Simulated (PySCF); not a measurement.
3-phenylthiophene, C10H8S.
Atom-mapped SMILES: `[cH:1]1[cH:2][cH:3][c:4](-[c:5]2[cH:6][cH:7][s:8][cH:9]2)[cH:10][cH:11]1`

Definitions: NICS(0) = −σiso at the ring centroid; NICS(1) = −σiso and NICS(1)zz = −σzz at ±1 Å along the ring normal z. Level: GIAO PBE0/pcSseg-1 (PySCF, non-relativistic, gas phase) on the GFN2-xTB geometry, one conformer.

Ring bond lengths (Å), with Mayer bond orders in brackets: C1–C2 1.385 (1.43), C2–C3 1.382 (1.45), C3–C4 1.393 (1.41), C4–C10 1.394 (1.41), C10–C11 1.382 (1.45), C11–C1 1.385 (1.43); C5–C6 1.425 (1.26), C6–C7 1.353 (1.59), C7–S8 1.721 (1.18), S8–C9 1.716 (1.18), C9–C5 1.365 (1.55).

Question: Give the NICS values of each ring in ppm.

Answer: 
```tsv
ring	type	NICS(0)	NICS(1), two faces	NICS(1)zz, two faces	rms pucker (Å)	centre to ring atoms, mean (Å)
C1–C2–C3–C4–C10–C11	6-membered carbocycle; formal bonds all aromatic	-7.9	-10.7 / -10.8	-26.8 / -27.1	0.00	1.39
C5–C6–C7–S8–C9	5-membered ring with S; formal bonds all aromatic	-11.8	-10.7 / -10.8	-25.2 / -25.2	0.00	1.28
```

Question: What do they say, and how far can they be read as aromaticity?

Answer: 
- C1–C2–C3–C4–C10–C11: mean NICS(1)zz -26.9 ppm, shielded. The ring is flat and has no four-coordinate atom; by the NICS criterion it is aromatic.
- C5–C6–C7–S8–C9: mean NICS(1)zz -25.2 ppm, shielded. The ring is flat and has no four-coordinate atom; by the NICS criterion it is aromatic.

Question: And the bond-length index? HOMA = 1 − mean of α(R − Ropt)² over the ring bonds, with Krygowski's 1993 parameters (CC: Ropt 1.388 Å, α 257.7 Å⁻²; CS: Ropt 1.677 Å, α 94.09 Å⁻²).

Answer: 
- C1–C2–C3–C4–C10–C11: HOMA 0.99 = 1 − EN − GEO, with mean bond length 1.387 Å, EN = α(Ropt − mean)² = 0.000 and GEO = α × variance = 0.006. The geometric and the magnetic index point the same way.
- C5–C6–C7–S8–C9: HOMA 0.78; the largest term is that of C5–C6, α(R − Ropt)² = 0.35. The geometric and the magnetic index point the same way.

Question: At the second NICS(1) probe listed for ring C5–C6–C7–S8–C9, 1 Å off the ring, what do the in-plane components average?

Answer: The isotropic value is a third of the trace: (3 × -10.8 − (-25.2))/2 = -3.6 ppm.

The values belong to the conformer `[cH:1]1[cH:2][cH:3][c:4](-[c:5]2[cH:6][cH:7][s:8][cH:9]2)[cH:10][cH:11]1`: C3–C4–C5–C6 33°.
